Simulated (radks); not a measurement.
Valence configurations of Ce3+ (all share [Xe]). All-electron calculation, scalar-relativistic Kohn-Sham, r2SCAN, spin-polarised, spherical densities, finite nucleus; open shells are filled with parallel spins first (spin-orbit coupling, left out, can overturn this in heavy ions); meta-GGA in the generalised Kohn-Sham scheme; Fermi nuclear charge, rms radius 4.8771 fm. Program: a radial shooting solver on a logarithmic mesh with Libxc functionals. Energies are relative to 4f1; eigenvalues in eV for spin up.

| valence | E (eV) | moment (Bohr magnetons) | e(4f) | e(5d) | e(6p) | e(6s) |
|---|---|---|---|---|---|---|
| 4f1 | 0.000 | 1 | -28.421 | - | - | - |
| 6p1 | 16.337 | 1 | - | - | -18.844 | - |
| 6s0.5 6p0.5 | 13.969 | 1 | - | - | -18.621 | -23.458 |
| 5d1 | 7.205 | 1 | - | -25.546 | - | - |
| 4f0.5 6s0.5 | 5.051 | 1 | -33.021 | - | - | -21.751 |
| 4f0.5 6p0.5 | 7.317 | 1 | -33.500 | - | -17.357 | - |
| 6s1 | 11.482 | 1 | - | - | - | -23.354 |

NIST lists [Xe] 4f1 as the ground configuration; this level of theory agrees among the configurations tried. The energies are those of spherical high-spin densities, not of single terms.
